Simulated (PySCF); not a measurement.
Computed IR spectrum (relative IR intensity) of a molecule C₃H₈Si. Geometry optimised at PBE-D3(BJ)/def2-SVP. One conformer was computed; it need not be the lowest. Calculation: PBE-D3(BJ)/def2-SVP run with PySCF 2.14.0. Frequencies are harmonic and unscaled.

Lines under 2 % of the strongest are left out, and lines within 2 cm⁻¹ are merged.

ν (cm⁻¹): 394 (vw), 525 (w), 653 (w), 715 (m), 781 (s), 803 (w), 870 (m), 901 (w), 925 (s), 944 (w), 1106 (w), 1361 (vw), 1381 (vw), 2138 (vs), 2153 (vs), 2968 (m), 3000 (w), 3023 (w), 3075 (w) (against the strongest line: vs over 80 %, s over 45 %, m over 15 %, w over 4 %, vw less)

Identify the compound among the candidates.
A) C=C(C)[SiH3]
B) [SiH3]C1CC1
C) C/C=C\[SiH3]
D) C1C[SiH2]C1

D, C1C[SiH2]C1
